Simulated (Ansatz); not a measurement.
Total energies of Ga₆N₇H₂₀⁺, a cluster cut from zinc blende GaN (hydrogen-capped) from Ansatz at PBE0-D4/def2-TZVP, gas phase (1 Eh = 27.2114 eV = 2625.5 kJ/mol). The reference geometry is relaxed at r2SCAN-D4/def2-SVP.

```xyz
33

N    -0.644   -0.717    2.733
N     2.372    0.631   -2.299
N    -0.274    1.779    0.923
N     1.535   -0.649    0.457
N    -1.020   -2.457    0.213
N    -0.651    0.080   -1.598
N    -2.813    0.008    0.694
Ga    2.972    0.534   -0.386
Ga    0.810    0.422    1.884
Ga   -2.048   -1.552    1.628
Ga    0.535    1.346   -2.679
Ga   -1.636    1.238   -0.416
Ga    0.351   -1.410   -0.873
H    -1.084   -0.166    3.480
H    -0.158   -1.453    3.259
H     2.551   -0.246   -2.800
H     3.013    1.299   -2.744
H    -0.668    2.458    1.583
H     0.413    2.334    0.390
H     2.092   -1.413    0.856
H    -0.537   -3.269    0.615
H    -1.672   -2.889   -0.452
H    -1.285   -0.288   -2.317
H    -3.331    0.585    1.367
H    -3.558   -0.317    0.065
H     2.663    1.963    0.203
H     4.329   -0.222   -0.275
H     1.716    0.963    3.020
H    -3.066   -2.435    2.397
H     0.458    2.699   -1.873
H     0.174    1.160   -4.182
H    -2.527    2.379   -0.970
H     0.990   -2.392   -1.901
```

```csv
state,geometry,energy (Eh)
charge 1 singlet,reference,-11942.86418
charge 2 doublet,reference,-11942.41202
charge 2 doublet,relaxed at r2SCAN-D4/def2-SVP,-11942.46772
charge 0 doublet,reference,-11942.96332
charge 0 doublet,relaxed at r2SCAN-D4/def2-SVP,-11942.98517
```

Single mean-field runs in def2-TZVP are fitted with def2-universal-jkfit.

Q: Work out the vertical ionisation energy to the doublet.

A: E(charge 2 doublet) − E(charge 1 singlet) = -11942.41202 − (-11942.86418) = 0.45216 Eh = 12.30 eV. For comparison, −ε of the highest occupied level is 10.65 eV at this level, 1.65 eV less.

Q: Work out the vertical electron affinity, to the doublet.

A: E(charge 1 singlet) − E(charge 0 doublet) = -11942.86418 − (-11942.96332) = 0.09914 Eh = 2.70 eV.

Q: Give the fundamental gap IE − EA, the Mulliken electronegativity (IE + EA)/2 and the hardness (IE − EA)/2.

A: From the values in Eh: IE − EA = 0.45216 − 0.09914 = 0.35302 Eh = 9.61 eV; (IE + EA)/2 = 7.50 eV; (IE − EA)/2 = 4.80 eV. The HOMO–LUMO gap of the same run is 6.86 eV, 2.75 eV smaller than the fundamental gap.

Q: How much does the charge 2 doublet relax, and what is the adiabatic ionisation energy?

A: Relaxation: -11942.41202 − (-11942.46772) = 0.05570 Eh = 1.52 eV. Adiabatic ionisation energy: 0.39646 Eh = 10.79 eV, without zero-point energy. In the charge 2 doublet, H26 and H30 lie 0.97 Å apart (atoms count from 1), so these atoms are partly bonded to each other.

Q: How much does the charge 0 doublet relax, and what is the adiabatic electron affinity?

A: Relaxation: -11942.96332 − (-11942.98517) = 0.02185 Eh = 0.59 eV. Adiabatic electron affinity: 0.12099 Eh = 3.29 eV, without zero-point energy.
